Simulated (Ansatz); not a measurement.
Species: MoH₃, net charge 0, quartet state. The spin state was set by rule; other spins were not relaxed. 
Coordinates optimised at B3LYP-D3(BJ)/def2-TZVP (Ansatz, an electronic-structure program):
SMILES: [MoH3]
```xyz
4

Mo    -0.0369    -0.0051     0.0162
H      1.1812    -0.3629     1.1493
H      0.1828     1.6015    -0.4996
H      0.1843    -1.0225    -1.3298
```
Charge 0, spin multiplicity 4.

Wanted: vertical ionisation energy (to the triplet state of charge +1; each state is the SCF solution reached for its spin; the molecule has degenerate orbitals, so one determinant may break the symmetry; the UHF <S^2> is 2.24 for the triplet (pure: 2.00) and 3.86 for the quartet (pure: 3.75); for the triplet T1 is 0.060), in eV. Valence correlation only, unless marked. Open shells are spin-unrestricted. Spin-orbit coupling is left out. The frozen core is the preceding noble-gas configuration, with the filled d and f shells of earlier blocks. Past Kr the def2 sets carry scalar-relativistic core potentials. Basis-set limits of correlation are two-point, X^-3; Hartree-Fock from the larger set.

```
level                                 program  vertical ionisation energy (eV)
------------------------------------  -------  -------------------------------
B3LYP/def2-TZVPD                       Ansatz                             8.93
SCS-MP2/def2-SVPD                      Ansatz                             8.73
CCSD(T)/CBS(def2-TZVPPD,def2-QZVPPD)   Ansatz                                …
```

Q: Fill in the missing entries.

A: 
- CCSD(T)/CBS(def2-TZVPPD,def2-QZVPPD), vertical ionisation energy (eV): 8.84
